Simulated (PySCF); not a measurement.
Predicted microwave data (PBE0-D3(BJ)/def2-SVP geometry optimisation, gas phase (PySCF)) for one isomer of C5H6N2O2S:

```
Rotational constants : A = 2597, B = 836.0, C = 738.9 MHz
Dipole components    : |μa| = 0.47 D, |μb| = 0.08 D, |μc| = 3.62 D
Inertial defect      : -115.18 u·Å²
κ                    : -0.90
```

Question: Which structure is it? (One computed conformer of each.)
A. `[CH3:1][C:2](=[O:3])[O:4][CH2:5][c:6]1[n:7][cH:8][s:9][n:10]1` with C1–C2–O4–C5 175°, C2–O4–C5–C6 -69°, O4–C5–C6–N7 -16°
B. `[CH3:1][S:2](=[O:3])(=[O:4])[c:5]1[cH:6][n:7][cH:8][n:9][cH:10]1` with C1–S2–C5–C6 91°

Answer: B. It is CS(=O)(=O)c1cncnc1, an asymmetric top. The candidates at the same level (rigid rotor, commonest isotopes):

```tsv
SMILES	A (MHz)	B (MHz)	C (MHz)	μa (D)	μb (D)	μc (D)	Δ (u·Å²)	point group	rotor
CS(=O)(=O)c1cncnc1	2597	836.0	738.9	0.47	0.08	3.62	-115.18	–	asymmetric top
CC(=O)OCc1ncsn1	3008	673.5	633.9	0.33	1.18	1.81	-121.13	C1	near-prolate asymmetric top
```

`CC(=O)OCc1ncsn1` has B 19 % too low. No structure here is proved a minimum.
